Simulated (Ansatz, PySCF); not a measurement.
Gas-phase reaction (SMILES): [F][Al]([F])[F] -> [F][Al][F] + F atom; the Al-F bond at the site shown breaks (other sites are not compared here).

Geometries: B3LYP-D3(BJ)/def2-TZVP minima from Ansatz (a first-principles code). Valence correlation only, unless marked. UHF or UKS for open shells. No spin-orbit coupling. No relativistic terms. Basis-set limits of correlation are two-point, X^-3; Hartree-Fock from the larger set. Thermal terms are rigid-rotor harmonic-oscillator values from B3LYP-D3(BJ) frequencies (PySCF) at 298.15 K and 1 atm. 1 Eh = 627.5095 kcal/mol. Atoms have translation alone.

```json
[
 {"species": "[F][Al]([F])[F]", "E, CCSD(T)/CBS(cc-pV(T+d)Z,cc-pV(Q+d)Z) (Ansatz) (Eh)": "-541.61942", "E, r2SCAN-D4/def2-TZVPD (Ansatz + dftd4) (Eh)": "-542.19177", "H - E (Eh)": "0.01309"},
 {"species": "[F][Al][F]", "E, CCSD(T)/CBS(cc-pV(T+d)Z,cc-pV(Q+d)Z) (Ansatz) (Eh)": "-441.70073", "E, r2SCAN-D4/def2-TZVPD (Ansatz + dftd4) (Eh)": "-442.22090", "H - E (Eh)": "0.00869"},
 {"species": "F atom", "E, CCSD(T)/CBS(cc-pV(T+d)Z,cc-pV(Q+d)Z) (Ansatz) (Eh)": "-99.66606", "E, r2SCAN-D4/def2-TZVPD (Ansatz + dftd4) (Eh)": "-99.72844", "H - E (Eh)": "0.00236"}
]
```

Work out ΔE and ΔH at 298.15 K at the first level, then ΔH at the second.


1. ΔE = [(-441.70073) + (-99.66606)] - [(-541.61942)] = 0.25263 Eh = 158.5 kcal/mol at CCSD(T)/CBS(cc-pV(T+d)Z,cc-pV(Q+d)Z).
2. The terms H - E add up to -0.00204 Eh, so ΔH = (0.25263 + (-0.00204))×627.5095 = 157.2 kcal/mol.
3. At r2SCAN-D4/def2-TZVPD the same steps give ΔE = 152.1 and ΔH = 150.8 kcal/mol, a shift of -6.4 from the first level.
4. These values are not checked against measurement here, since the tables used lack a sound gas-phase enthalpy of formation for at least one species.
